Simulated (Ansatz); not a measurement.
Ideal-gas functions of AsFH4Sn (`[F][SnH2][AsH2]`) at 800 K and 1 bar, from an Ansatz frequency run at PBE0-D4/def2-TZVP.

Molar mass 216.66 g/mol, point group C1 (symmetry number 1), electronic degeneracy 1, moments of inertia 63.341, 371.324, 421.856 u Å². Harmonic wavenumbers (cm⁻¹, unscaled): 60, 110, 229, 343, 512, 566, 599, 626, 659, 694, 986, 1939, 1951, 2197, 2218.

Use S(trans) = R[1.5 ln M + 2.5 ln T − 1.1517]; rotational temperatures θ = 24.2544 K / I; S(rot) = R[ln(√π/σ · √(T³/θAθBθC)) + 1.5]; for each mode x = 1.438777 ν̃/T, S = R[x/(eˣ − 1) − ln(1 − e⁻ˣ)] and H = RT x/(eˣ − 1); 1 cm⁻¹ = 0.0119627 kJ/mol; R = 8.31446 J/(mol·K).

By hand: the entropy, in J/(mol·K).

Translation 196.4. Rotation: θ = 0.3829, 0.0653, 0.0575 K, giving 127.8. Vibration, mode by mode: 26.83, 21.80, 15.75, 12.46, 9.29, 8.52, 8.09, 7.75, 7.37, 6.99, 4.56, 1.17, 1.15, 0.81, 0.78, in all 133.3. Electronic 0.0. Sum 457.5 J/(mol·K).

By hand: H − E and G − E in kJ/mol, counted from the electronic energy.

Zero-point energy ½ × 13689 × 0.0119627 = 81.9; thermal vibration 49.4; translation, rotation and pV give 4 RT = 26.6. H − E = 157.9 kJ/mol, and G − E = 157.9 − 800 × 457.5/1000 = -208.1 kJ/mol.

Vibration gives 29 % of the entropy, 48.6 J/(mol·K) of it from the modes under 150 cm⁻¹: soft modes count most, and the harmonic formula is weakest for them. The sum counts one conformer and one mirror image; others add a mixing term.
